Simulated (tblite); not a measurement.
Compound: C5H14AsBO2.
Numbering: `[CH3:1][CH2:2][C@H:3]([CH3:4])[O:5][B:6]([AsH2:7])[O:8][CH3:9]` (hydrogens: H10, H11, H12 on C1; H13, H14 on C2; H15 on C3; H16, H17, H18 on C4; H19, H20 on As7; H21, H22, H23 on C9)

Computed with GFN2-xTB (tblite), gas phase: L-BFGS steps from a force-field or distance-geometry start until the largest atomic force falls under 0.01 eV/Å.

Step 117: E = -807.0082 eV
```
atom  x, y, z in Å  |  force x, y, z in eV/Å
C1     -2.3394   -1.3889    0.9367    0.011   0.006   0.009
C2     -1.8171   -0.6242   -0.2744   -0.005   0.022   0.019
C3     -1.2062    0.7282    0.1191    0.009   0.005  -0.003
C4     -0.9823    1.6101   -1.1052    0.019  -0.011  -0.015
O5     -0.0316    0.4948    0.8867    0.028   0.002  -0.023
B6      1.2331    0.2706    0.4966   -0.013  -0.014  -0.009
As7     2.4388   -0.2981    2.0598    0.000   0.006   0.025
O8      1.6334    0.3872   -0.7954    0.004   0.002  -0.020
C9      2.9671    0.2722   -1.2088   -0.021  -0.006  -0.016
H10    -3.1678   -0.8526    1.3968    0.026  -0.014  -0.003
H11    -1.5505   -1.5051    1.6776   -0.002   0.017  -0.023
H12    -2.6866   -2.3773    0.6454   -0.010   0.002  -0.012
H13    -2.6278   -0.4468   -0.9826   -0.034  -0.019   0.001
H14    -1.0476   -1.2139   -0.7778    0.017   0.028  -0.007
H15    -1.8876    1.2467    0.8097   -0.010  -0.031  -0.002
H16    -0.3798    1.0877   -1.8424    0.013   0.004   0.001
H17    -0.4693    2.5281   -0.8271   -0.011  -0.015   0.026
H18    -1.9448    1.8625   -1.5448    0.012   0.024   0.002
H19     2.6210   -1.6820    1.4750    0.023   0.007   0.032
H20     1.2787   -0.8051    2.8516   -0.013  -0.005   0.024
H21     3.5943   -0.1932   -0.4347   -0.010   0.014  -0.029
H22     3.3671    1.2653   -1.4382   -0.027  -0.020   0.012
H23     3.0003   -0.3393   -2.1137   -0.004  -0.003   0.011
```

Step 118: E = -807.0087 eV
```
atom  x, y, z in Å  |  force x, y, z in eV/Å
C1     -2.3399   -1.3891    0.9350   -0.007   0.013   0.026
C2     -1.8166   -0.6241   -0.2754   -0.013   0.016   0.027
C3     -1.2060    0.7283    0.1189    0.007   0.002  -0.017
C4     -0.9818    1.6117   -1.1043    0.008  -0.011  -0.022
O5     -0.0321    0.4947    0.8871    0.031   0.007  -0.019
B6      1.2333    0.2721    0.4985   -0.004  -0.021  -0.005
As7     2.4366   -0.2935    2.0658   -0.002   0.002   0.013
O8      1.6343    0.3864   -0.7935   -0.014   0.006  -0.020
C9      2.9665    0.2697   -1.2105   -0.024  -0.010  -0.013
H10    -3.1706   -0.8556    1.3951    0.031  -0.012  -0.016
H11    -1.5528   -1.5029    1.6781    0.007   0.015  -0.024
H12    -2.6845   -2.3787    0.6443   -0.008   0.002  -0.017
H13    -2.6260   -0.4479   -0.9858   -0.023  -0.019   0.009
H14    -1.0453   -1.2141   -0.7747    0.023   0.024  -0.024
H15    -1.8881    1.2460    0.8090   -0.013  -0.026   0.004
H16    -0.3815    1.0916   -1.8453    0.014   0.005   0.020
H17    -0.4688    2.5290   -0.8236   -0.006  -0.017   0.020
H18    -1.9447    1.8660   -1.5422    0.012   0.025   0.004
H19     2.6288   -1.6745    1.4767    0.024   0.009   0.036
H20     1.2770   -0.8104    2.8524   -0.011  -0.002   0.018
H21     3.5950   -0.1971   -0.4388   -0.004   0.018  -0.018
H22     3.3667    1.2620   -1.4424   -0.023  -0.019   0.017
H23     2.9960   -0.3425   -2.1146   -0.005  -0.006   0.002
```

Step 119: E = -807.0093 eV
```
atom  x, y, z in Å  |  force x, y, z in eV/Å
C1     -2.3402   -1.3899    0.9336   -0.015   0.020   0.040
C2     -1.8161   -0.6238   -0.2760   -0.010   0.003   0.031
C3     -1.2058    0.7286    0.1181    0.002  -0.006  -0.023
C4     -0.9807    1.6136   -1.1039   -0.006  -0.007  -0.018
O5     -0.0323    0.4951    0.8871    0.024   0.009  -0.019
B6      1.2335    0.2726    0.4995    0.004  -0.024   0.007
As7     2.4336   -0.2888    2.0728   -0.002   0.008  -0.005
O8      1.6350    0.3862   -0.7921   -0.039   0.005  -0.013
C9      2.9651    0.2670   -1.2128   -0.023  -0.009  -0.006
H10    -3.1732   -0.8594    1.3930    0.029  -0.001  -0.023
H11    -1.5551   -1.5014    1.6789    0.015   0.011  -0.026
H12    -2.6828   -2.3801    0.6431   -0.002  -0.003  -0.022
H13    -2.6252   -0.4507   -0.9877   -0.016  -0.010   0.008
H14    -1.0427   -1.2132   -0.7725    0.024   0.015  -0.036
H15    -1.8890    1.2454    0.8075   -0.010  -0.019   0.009
H16    -0.3821    1.0967   -1.8489    0.014   0.004   0.039
H17    -0.4681    2.5295   -0.8185    0.004  -0.014   0.010
H18    -1.9438    1.8708   -1.5396    0.009   0.023   0.002
H19     2.6385   -1.6666    1.4810    0.024   0.004   0.038
H20     1.2747   -0.8163    2.8541   -0.011  -0.001   0.011
H21     3.5952   -0.2006   -0.4435    0.004   0.017  -0.004
H22     3.3658    1.2581   -1.4472   -0.015  -0.009   0.017
H23     2.9908   -0.3459   -2.1162   -0.005  -0.016  -0.015
```

Step 120: E = -807.0100 eV
```
atom  x, y, z in Å  |  force x, y, z in eV/Å
C1     -2.3408   -1.3908    0.9318   -0.017   0.016   0.030
C2     -1.8141   -0.6236   -0.2762   -0.006  -0.010   0.016
C3     -1.2058    0.7295    0.1177   -0.007  -0.010  -0.019
C4     -0.9799    1.6163   -1.1031   -0.021   0.002  -0.003
O5     -0.0323    0.4978    0.8879    0.001   0.007  -0.015
B6      1.2331    0.2732    0.5011    0.012  -0.021   0.008
As7     2.4309   -0.2816    2.0800   -0.008   0.009  -0.016
O8      1.6335    0.3850   -0.7912   -0.053  -0.004   0.003
C9      2.9617    0.2619   -1.2153   -0.019  -0.007   0.000
H10    -3.1779   -0.8641    1.3873    0.025   0.012  -0.019
H11    -1.5590   -1.4991    1.6808    0.019   0.005  -0.025
H12    -2.6801   -2.3818    0.6395    0.010   0.001  -0.019
H13    -2.6222   -0.4551   -0.9906   -0.003   0.003   0.013
H14    -1.0369   -1.2101   -0.7698    0.018   0.002  -0.037
H15    -1.8909    1.2449    0.8063   -0.004  -0.012   0.010
H16    -0.3836    1.1024   -1.8520    0.015  -0.003   0.048
H17    -0.4662    2.5297   -0.8128    0.013  -0.006  -0.001
H18    -1.9432    1.8779   -1.5356    0.007   0.020  -0.003
H19     2.6547   -1.6549    1.4847    0.022   0.001   0.043
H20     1.2742   -0.8245    2.8563   -0.001   0.004  -0.005
H21     3.5930   -0.2055   -0.4475    0.008   0.009   0.006
H22     3.3638    1.2514   -1.4516   -0.008   0.007   0.010
H23     2.9834   -0.3519   -2.1177   -0.004  -0.023  -0.024
```

Task: Estimate the geometry and energy of step 121. (The exact step hangs on the optimiser's Hessian estimate; all steps are aligned on step 120, rigid shifts and turns removed.)

Result: E = -807.0107 eV, largest force 0.052 eV/Å
```
atom  x, y, z in Å  |  force x, y, z in eV/Å
C1     -2.3405   -1.3918    0.9307   -0.005   0.006   0.002
C2     -1.8126   -0.6232   -0.2759    0.010  -0.019  -0.004
C3     -1.2061    0.7307    0.1170   -0.015  -0.010  -0.004
C4     -0.9793    1.6183   -1.1031   -0.026   0.011   0.017
O5     -0.0327    0.5008    0.8887   -0.021   0.000  -0.013
B6      1.2319    0.2718    0.5019    0.008  -0.010   0.009
As7     2.4293   -0.2762    2.0841   -0.005   0.023  -0.019
O8      1.6299    0.3818   -0.7913   -0.048  -0.016   0.012
C9      2.9574    0.2574   -1.2167   -0.012  -0.002   0.006
H10    -3.1800   -0.8675    1.3827    0.010   0.028  -0.004
H11    -1.5607   -1.4989    1.6815    0.022   0.000  -0.018
H12    -2.6782   -2.3828    0.6357    0.019   0.000  -0.013
H13    -2.6207   -0.4587   -0.9913    0.001   0.017   0.008
H14    -1.0320   -1.2057   -0.7697    0.005  -0.012  -0.029
H15    -1.8927    1.2453    0.8048    0.001  -0.008   0.011
H16    -0.3844    1.1065   -1.8540    0.017  -0.014   0.045
H17    -0.4633    2.5291   -0.8089    0.017   0.004  -0.007
H18    -1.9423    1.8844   -1.5331    0.001   0.017  -0.010
H19     2.6676   -1.6458    1.4882    0.021  -0.012   0.042
H20     1.2765   -0.8299    2.8594    0.000   0.005  -0.016
H21     3.5896   -0.2083   -0.4489    0.010  -0.003   0.009
H22     3.3598    1.2463   -1.4529   -0.005   0.020   0.000
H23     2.9788   -0.3567   -2.1188   -0.006  -0.026  -0.025
```

The energy changes by -0.0006 eV. The first-order estimate −F·Δx gives -0.0009 eV and the mean of the old and new forces, exact on a quadratic surface, -0.0006 eV. The step makes an angle of 77° with the force vector and moves no atom by more than 0.016 Å.

What follows is the cost of the whole relaxation. Time: 3.6 s. Hardware: an Arm Neoverse N1 with one thread, no GPU, on a shared host.
